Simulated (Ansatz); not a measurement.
Geometry optimisation, RKS PBE/def2-SVP (Ansatz).

Input:

```yaml
crystal:
  periodic: [false, false, false]
  atoms:
    - { symbol: Ta, position_ang: [-0.590367, 0.290842, 0.138104] }
    - { symbol: F, position_ang: [2.098664, -1.297527, 0.300745] }
    - { symbol: O, position_ang: [-0.325217, 0.262545, 2.056081] }
    - { symbol: H, position_ang: [0.340018, 0.661803, 2.644804] }
    - { symbol: O, position_ang: [-0.188662, 0.506632, -1.717167] }
    - { symbol: H, position_ang: [0.524873, 0.809845, -2.308886] }
    - { symbol: O, position_ang: [-2.050813, 1.531662, 0.155013] }
    - { symbol: H, position_ang: [-2.654075, 1.607166, 0.9174] }
    - { symbol: O, position_ang: [-1.074966, -1.571497, 0.090674] }
    - { symbol: H, position_ang: [-0.758607, -2.193587, 0.774779] }
    - { symbol: H, position_ang: [1.036827, 1.067655, 0.27195] }
    - { symbol: H, position_ang: [2.211225, -0.364839, 0.291604] }
basis:
  gaussian: { orbitals: def2-SVP }
hamiltonian:
  xc: pbe
relax:
  f_tol: 0.03
  max_steps: 50
```

Launched with:

```bash
$ ansatz run input.yaml --threads 4 --pin off --max-ram 5120MiB --backend cpu --events-out ev --progress --plain --runs-dir out
```

Question: Where does it end, and by what steps?

Answer: The forces met the threshold. The force dipped under the threshold on the way, but the program's further checks kept it going. After 45 steps the energy has fallen by 1.572 eV; H11 moved furthest, 2.45 Å. Parted: Ta1–H11 (1.81 → 4.21 Å), F2–H12 (0.94 → 2.36 Å). Joined: Ta1–F2 (3.13 → 1.96 Å), H11–H12 (1.85 → 0.77 Å).

```
step  energy less start (eV)  largest force component (eV/Å)  accepted
   0                  0.0000                           0.489       yes
   2                 -0.1236                           0.215       yes
   4                 -0.2086                           0.298       yes
   6                 -0.2300                           0.350       yes
   8                 -0.2478                           0.450       yes
  10                 -0.2569                           0.358       yes
  12                 -0.2650                           0.247       yes
  14                 -0.4070                           1.971       yes
  16                 -0.9520                           1.289       yes
  18                 -1.0702                           2.423        no
  20                 -1.2275                           0.418       yes
  22                 -1.3756                           1.261       yes
  24                 -1.4547                           0.333       yes
  26                 -1.4803                           0.339       yes
  28                 -1.5027                           0.361       yes
  30                 -1.5139                           0.302       yes
  32                 -1.5252                           0.349       yes
  34                 -1.5351                           0.370       yes
  36                 -1.5485                           0.370       yes
  38                 -1.5576                           0.224       yes
  40                 -1.5682                           0.124       yes
  42                 -1.5710                           0.109       yes
  44                 -1.5722                           0.015       yes
  45                 -1.5723                           0.011       yes
```

```xyz
12
Properties=species:S:1:pos:R:3
Ta -0.783 0.041 0.509
F 1.040 -0.621 0.786
O -0.689 0.569 2.368
H 0.128 0.386 2.868
O -0.020 1.186 -0.836
H 0.940 1.149 -1.018
O -2.547 0.683 0.302
H -3.448 1.030 0.291
O -1.223 -1.778 0.038
H -0.536 -2.470 0.045
H 3.019 0.791 -1.137
H 2.689 0.344 -0.602
```

Whether the end is a true minimum wasn't checked by a vibrational analysis.

Run time: 60 s on 4 threads of Intel(R) Xeon(R) Platinum 8488C (Sapphire Rapids) (shared host), peak memory 0.21 GiB.
